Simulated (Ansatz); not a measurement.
**Energy profile**

The step: CH₅GaO ([CH3][GaH][OH]) → CH₃Ga ([CH3][Ga]) + H₂O; bonds formed: O2–H3; bonds broken: Ga1–O2, Ga1–H3 (atoms numbered as in the saddle structure below).

```
8
angstrom
Ga -0.6099 -0.4666 -0.6349
O 0.9894 0.1514 -1.6963
H 0.0590 -0.8282 -2.0921
C -0.6018 0.2107 1.2187
H 1.9002 -0.1085 -1.5038
H -1.5499 0.0493 1.7328
H -0.3799 1.2812 1.1947
H 0.1932 -0.2892 1.7808
```

Electronic energies by CCSD(T) at an estimated basis limit (MP2 extrapolated from triple and quadruple zeta, plus CCSD(T) − MP2 in triple zeta), on PBE0-D4/def2-TZVP structures; CH$_{5}$GaO, singlet; no counterpoise correction. Ansatz 0.2.0; basis: def2-TZVPP and def2-QZVPP; cores frozen in the correlated methods. Filled d shells of the heavier atoms are correlated. The def2 sets are not built for correlating such inner shells, so the correlated values are less sure here. Extrapolation: Hartree–Fock as exp(−7.88 √X), correlation as X^−2.97.

Give the profile in kcal/mol, counted from the start structure. (An estimate is asked for; the value comes from the calculation.)

By the calculation:
| point | kcal/mol |
| --- | --- |
| start structure | 0.00 |
| saddle | 60.60 |
| end structure | 25.55 |
| separated: CH$_{3}$Ga (linked as [CH3][Ga]; Ga1, C4, H6, H7, H8; singlet) + H$_{2}$O (O2, H3, H5; singlet) | 31.60 |

No T1 diagnostic of these runs exceeds 0.017. The restricted Hartree–Fock reference is unstable towards an unrestricted one at one or more of these structures.

For scale, one of the runs: CCSD(T)/def2-TZVPP, 180 basis functions, launched by `ansatz run in.yaml --threads 2 --pin off --events-out ev --progress --plain --max-ram 4352MiB`. Hardware: 2 CPU threads of an Intel Xeon 6975P-C, shared host. Wall time 20 s; peak host memory 1.9 GiB.
